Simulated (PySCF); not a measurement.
## Distorted geometries of [PbBr3]−

[PbBr3]− (singlet). PySCF 2.14.0, RKS B3LYP, Pb def2-SVP with ECP60, Br def2-SVP; non-relativistic Hamiltonian with scalar-relativistic core potentials where named; density fitting; no spin-orbit coupling. Relaxed geometry:

```xyz
4

Pb    0.0032   -0.7955    0.0000
Br   -1.2498    0.4067    2.1820
Br   -1.2498    0.4067   -2.1820
Br    2.5255    0.3910    0.0000
```

Task: Order these distorted geometries by energy above the relaxed one, lowest first.
A.
```xyz
4

Pb    0.0739   -0.9805   -0.0519
Br   -1.3565    0.6539    2.1321
Br   -1.2178    0.4363   -2.1445
Br    2.5295    0.2991    0.0643
```
B.
```xyz
4

Pb    0.0191   -0.8075    0.0278
Br   -1.2641    0.4105    2.1531
Br   -1.2497    0.4140   -2.1618
Br    2.5238    0.3919   -0.0192
```
C.
```xyz
4

Pb   -0.0048   -0.8212    0.1045
Br   -1.1886    0.3547    2.1112
Br   -1.2650    0.4868   -2.1826
Br    2.4876    0.3885   -0.0331
```

Result: B (0.01 eV), C (0.16 eV), A (0.28 eV).

Task: Which forces (eV/Å) act in the one that lies 0.16 eV up?

Result: 
```
Pb   0.30 -0.37 -1.54
Br  -0.56  0.62  1.05
Br   0.17 -0.27  0.41
Br   0.09  0.02  0.08
```
Forces carry noise of the integration grid, about 0.01 to 0.03 eV/Å.
